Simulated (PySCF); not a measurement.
**Pr (praseodymium, neutral): UHF calculation**

Configuration: [Xe] 4f3 6s2, one real determinant. Computed with PySCF 2.14 in ANO-RCC-VTZP (8s7p5d3f2g1h, 104 functions), with the spin-free X2C one-electron Hamiltonian (Gaussian nucleus).

```
Total energy                                                  : -9232.658045 hartree
One-electron energy                                           : -12607.8414 hartree
Hartree (Coulomb) energy                                      : 3590.6455 hartree
Exchange energy                                               : -215.4621 hartree
⟨S²⟩                                                          : 3.7536
⟨L²⟩                                                          : 34.032
Sum of ⟨r⟩                                                    : 44.55 bohr
Sum of ⟨r²⟩                                                   : 95.59 bohr²
Traceless quadrupole moment −½Σ⟨3z² − r²⟩ along its main axis : -0.0300 e·bohr²
Langevin diamagnetic susceptibility                           : -75.7 ×10⁻⁶ cm³/mol
```

| shell | electrons | mean orbital energy (eV) | spread (eV) | rms radius, mean of both spins (bohr) |
| --- | --- | --- | --- | --- |
| 1s α | 1 | -42184.4 | 0 | 0.0275 |
| 1s β | 1 | -42184.4 | 0 | 0.0275 |
| 2s α | 1 | -6897.6 | 0 | 0.111 |
| 2s β | 1 | -6897.6 | 0 | 0.111 |
| 2p α | 3 | -6172.4 | 0.040 | 0.0998 |
| 2p β | 3 | -6172.4 | 0.042 | 0.0998 |
| 3s α | 1 | -1535.1 | 0 | 0.290 |
| 3s β | 1 | -1533.9 | 0 | 0.290 |
| 3p α | 3 | -1299.5 | 0.148 | 0.290 |
| 3p β | 3 | -1298.1 | 0.262 | 0.290 |
| 3d α | 5 | -964.98 | 0.328 | 0.268 |
| 3d β | 5 | -963.42 | 0.317 | 0.268 |
| 4s α | 1 | -326.87 | 0 | 0.661 |
| 4s β | 1 | -322.92 | 0 | 0.661 |
| 4p α | 3 | -247.20 | 0.108 | 0.703 |
| 4p β | 3 | -242.74 | 0.491 | 0.703 |
| 4d α | 5 | -129.74 | 1.549 | 0.786 |
| 4d β | 5 | -123.79 | 0.781 | 0.786 |
| 5s α | 1 | -49.799 | 0 | 1.63 |
| 5s β | 1 | -47.840 | 0 | 1.63 |
| 5p α | 3 | -27.808 | 0.078 | 1.90 |
| 5p β | 3 | -26.246 | 0.244 | 1.90 |
| 4f α | 3 | -10.596 | 0.206 | 1.24 |
| 6s α | 1 | -4.702 | 0 | 5.12 |
| 6s β | 1 | -4.597 | 0 | 5.12 |

⟨L²⟩ = 34.03 against 42 for a pure I term, so this real determinant mixes terms. Spin-orbit coupling, absent here, splits the open shell strongly.

Densities and radii are taken from the X2C orbitals without a picture-change correction, which distorts them close to the nucleus.

Spin-orbit constants ζ (cm⁻¹) from the X2C one-electron operator on these orbitals: bare nucleus, nucleus screened by l(l+1)(2l+1)/3 electrons, and screened by the Breit-Pauli mean field of the electrons.

```
shell     bare  screened nucleus  mean field
   2p  2537000           2451000         n/a
   3p   508700            491500         n/a
   3d    78620             65290         n/a
   4p   106100            102500         n/a
   4d    13500             11210         n/a
   4f     1546             812.1         n/a
   5p    13750             13280         n/a
```

To first order the Landé constant is A = 270.7 cm⁻¹, so the lowest level has J = 9/2 and lies 0.352 eV below the centre of the term. This holds in LS coupling only.
